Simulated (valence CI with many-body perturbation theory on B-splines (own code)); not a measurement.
# Hyperfine factors and g values of I³⁹⁺

Computed by valence CI with perturbative core correlation (CI+MBPT): four valence electrons over a frozen Dirac-Fock core [Ne], a basis of 11 s, 11 p, 10 d, 8 f, 5 g, 2 h functions for each j, with the one-electron correlation potential Σ1, the two-electron term Σ2, the three-electron term Σ3, Breit, model QED; selected CI, second order for the rest, scaled by the run's own slope (own B-spline code, finite nucleus).

No measured spectrum was set against this ion. As an estimate, large intervals hold to a few tenths of a per cent, small ones and those within an open d or f shell to about a per cent. Among the levels kept, up to 720 cm⁻¹ of a level comes from second order outside the variational space, and about a tenth of that is noise between levels of different J, which matters for small intervals.

A/g_I is the dipole constant over the nuclear g factor μ/I (μ in nuclear magnetons, uniformly magnetised nucleus), B/Q the quadrupole constant per barn. Both hold the static response of the core; the bare values leave it out. Large factors of s and p1/2 electrons are usually good to 5 to 10 %; those of open d and f shells near neutrality can be off by tens of per cent, and small factors of p3/2, d and f electrons come from cancelling terms and can be off by a factor of two or in sign, in half-filled shells by more. B is blank for J = 1/2, where it vanishes, and for nearly pure S terms. Energies count from the lowest level. Levels with J = 0 are left out.

Levels are named by their leading jj configuration (3d3/2^4 stands for four electrons in 3d with j = 3/2), which in mixed levels can hold well under half, so a name can repeat and another be missing. Letters in brackets count levels of one name in rising energy.

| Level | E (Ry) | g | A/g_I (MHz) | A/g_I bare | B/Q (MHz/b) | B/Q bare |
| --- | --- | --- | --- | --- | --- | --- |
| (3s^2 3p1/2 3p3/2) J=1 | 4.940 | 1.496 | -22400 | -20100 | 63100 | 61900 |
| (3s^2 3p1/2 3p3/2) J=2 | 5.399 | 1.192 | 155000 | 152000 | 99400 | 97600 |
| (3s^2 3p3/2^2) J=2 | 10.670 | 1.296 | 69500 | 69200 | 26600 | 26100 |
| (3s 3p1/2^2 3p3/2) J=2 | 12.211 | 1.631 | 362000 | 355000 | 96800 | 95000 |
| (3s 3p1/2^2 3p3/2) J=1 | 13.638 | 0.957 | -210000 | -202000 | 86800 | 85200 |
| (3s^2 3p1/2 3d3/2) J=2 | 15.473 | 0.775 | 126000 | 125000 | 17400 | 18300 |
| (3s 3p1/2 3p3/2^2) J=2 [a] | 16.419 | 1.484 | 180000 | 178000 | 28700 | 28600 |
| (3s^2 3p1/2 3d5/2) J=3 | 17.046 | 1.230 | 189000 | 186000 | -21500 | -20200 |
| (3s^2 3p1/2 3d3/2) J=1 | 17.374 | 0.920 | -90900 | -86200 | 9380 | 9720 |
| (3s^2 3p1/2 3d5/2) J=2 | 18.192 | 1.221 | 16500 | 17600 | 44800 | 44800 |
| (3s 3p1/2 3p3/2^2) J=3 | 18.308 | 1.199 | 210000 | 206000 | 51000 | 50700 |
| (3s 3p1/2 3p3/2^2) J=1 [a] | 19.070 | 1.239 | 356000 | 348000 | -98600 | -96800 |
| (3s 3p1/2 3p3/2^2) J=2 [b] | 19.382 | 1.147 | 74700 | 74500 | -8470 | -8180 |
| (3s 3p1/2 3p3/2^2) J=1 [b] | 19.840 | 1.382 | 103000 | 103000 | 46900 | 46100 |
| (3s^2 3p3/2 3d5/2) J=2 | 22.129 | 1.294 | 120000 | 118000 | -94500 | -92500 |
| (3s^2 3p3/2 3d5/2) J=4 | 22.278 | 1.245 | 33900 | 34600 | 155000 | 153000 |
| (3s^2 3p3/2 3d3/2) J=2 | 22.284 | 1.082 | 26600 | 27800 | -14800 | -14600 |
| (3s^2 3p3/2 3d3/2) J=1 | 22.307 | 1.150 | 71300 | 71300 | -54200 | -53700 |
| (3s^2 3p3/2 3d3/2) J=3 | 22.319 | 1.154 | 62400 | 62600 | 92200 | 91400 |
| (3s 3p1/2^2 3d3/2) J=1 | 22.897 | 0.351 | -268000 | -260000 | 8620 | 9060 |
| (3s 3p1/2^2 3d3/2) J=2 | 23.165 | 1.186 | 292000 | 286000 | 19700 | 20300 |
| (3s^2 3p3/2 3d5/2) J=3 | 24.108 | 1.143 | 41700 | 42000 | 38200 | 38800 |
| (3s^2 3p3/2 3d5/2) J=1 | 24.294 | 1.170 | -50200 | -46900 | 8660 | 8850 |
| (3s 3p1/2^2 3d5/2) J=3 | 24.635 | 1.377 | 213000 | 209000 | 22400 | 23500 |
| (3s 3p3/2^3) J=2 | 24.855 | 1.322 | 286000 | 280000 | -109000 | -107000 |
| (3s 3p1/2^2 3d5/2) J=2 | 25.110 | 1.118 | -95600 | -90800 | -21000 | -19600 |
| (3s 3p3/2^3) J=1 | 26.081 | 1.142 | -193000 | -185000 | -25500 | -24900 |
| (3s 3p1/2 3p3/2 3d3/2) J=2 [a] | 26.744 | 1.060 | 41800 | 42300 | 28800 | 28600 |
| (3s 3p1/2 3p3/2 3d3/2) J=1 [a] | 27.181 | 1.223 | 176000 | 174000 | -60500 | -59900 |
| (3s 3p1/2 3p3/2 3d3/2) J=3 [a] | 27.386 | 1.187 | 207000 | 203000 | -3360 | -2940 |
| (3s 3p1/2 3p3/2 3d3/2) J=2 [b] | 27.443 | 1.206 | 135000 | 133000 | -30600 | -30100 |
| (3s 3p1/2 3p3/2 3d3/2) J=4 | 27.983 | 1.251 | 220000 | 216000 | 47200 | 47300 |
| (3s 3p1/2 3p3/2 3d5/2) J=4 [a] | 28.284 | 1.386 | 163000 | 160000 | 150000 | 148000 |
| (3s 3p1/2 3p3/2 3d3/2) J=2 [c] | 28.757 | 0.913 | 77200 | 76400 | -34800 | -33800 |

Problem. Take the isotope of mass number 129, with I = 7/2, μ = 2.6165 μN, leaving out the quadrupole term. What is the hyperfine structure of (3s 3p1/2 3p3/2^2) J=2 [a]?

Solution. From the table A = 135000 MHz. Shifts from the centre of gravity in MHz: F = 3/2: -1220000, F = 5/2: -878000, F = 7/2: -405000, F = 9/2: 202000, F = 11/2: 945000.
